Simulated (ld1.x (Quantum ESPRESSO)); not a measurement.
## Pseudopotential generation for iridium: RRKJ, PBE, fully relativistic.

* Element: Ir
* Generator: ld1.x (Quantum ESPRESSO) 7.5
* Type: norm-conserving RRKJ (Kleinman–Bylander form)
* Functional: PBE
* Relativity: fully relativistic
* Frozen core: [Kr] 4d10 4f14 5s2
* Valence charge: 15
* Reference configuration: 5p6 5d7.5 6s1.5 6p0
* Partial waves: 5p (bound): rc 1.70 bohr; 5d (bound): rc 2.40 bohr; 6s (bound): rc 2.05 bohr
* Local potential: the s channel
* Core correction: a·sin(br)/r model core inside 1.35 bohr

Open shells are filled in proportion to 2j + 1 (rel_dist='average').

Problem. Estimate the cutoffs (Ry, on a coarse ladder) from which the occupation-weighted sum of valence levels, in a spherical-Bessel basis at the reference potential, stays within 10 and 1 mRy of its value at 400 Ry.

Solution. 40 Ry and 55 Ry.

Problem. What does a ghost test show?

Solution. No extra level below or beside the all-electron valence levels (p1/2, p3/2, d3/2, d5/2, s, f tested).

Problem. Tests: 5p6 5d7 6s2 6p0; 5p6 5d7 6s1 6p0; 5p6 5d7 6s0 6p0; 5p6 5d6 6s2 6p0; 5p6 5d8 6s0 6p0; 5p6 5d7 6s0 6p2; 5p6 5d7 6s1 6p1. Which has the largest error in its energy relative to the reference configuration, and how large is it?

Solution. 5p6 5d7 6s0 6p2, with -1422 meV (all-electron minus pseudo) on +11.18 eV.
